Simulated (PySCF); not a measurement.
## Adding and removing an electron: CuN

PBE0; PySCF, no relativity, basis sets Cu def2-TZVPPD, N def2-TZVPPD. Neutral (UKS): triplet (π ↑↑), Re = 1.807 Å, ωe = 562 cm⁻¹, De = 1.74 eV, HOMO -6.32 eV, LUMO -2.52 eV.

CuN⁺ (UKS): quartet (σ ↑, π ↑↑), Re = 1.865 Å, ωe = 417 cm⁻¹, De = 0.83 eV to Cu⁺ (3d10) + N. The energies at the minima are -1694.85250 hartree for CuN and -1694.53328 for CuN⁺.

Work out the adiabatic ionisation energy, without and with harmonic zero-point energies (1 hartree = 27.2114 eV, 1 eV = 8065.5 cm⁻¹), and the change of the bond length.

At PBE0: 0.31922 hartree = 8.686 eV between the minima; the zero-point term (417.0 − 562.0)/2 cm⁻¹ = -0.009 eV makes it 8.677 eV. Re changes by +5.8 pm against the neutral. The electron leaves a σ orbital; in so polar a molecule the change of length follows mostly from the change of the ionic charges.

CuN⁻ (UKS): quartet (σ ↑, π ↑↑), Re = 1.843 Å, ωe = 502 cm⁻¹. The energies at the minima are -1694.85250 hartree for CuN and -1694.88296 for CuN⁻.

Work out the adiabatic electron affinity, without and with harmonic zero-point energies (1 hartree = 27.2114 eV, 1 eV = 8065.5 cm⁻¹), and the change of the bond length.

At PBE0: 0.03046 hartree = 0.829 eV between the minima; the zero-point term (562.0 − 502.0)/2 cm⁻¹ = +0.004 eV makes it 0.833 eV. Re changes by +3.6 pm against the neutral. The electron enters a σ orbital; in so polar a molecule the change of length follows mostly from the change of the ionic charges.

For an ion De counts to the pair picked by the measured ionisation energies or electron affinities, which need not be the lowest pair at this level. The highest Kohn–Sham level is positive in this anion. Much of that is self-interaction error, but it also means that the finite basis helps to hold the extra electron. The state is the lowest single determinant that the PBE0 search found; with open d or f shells the true ground state can be another one.
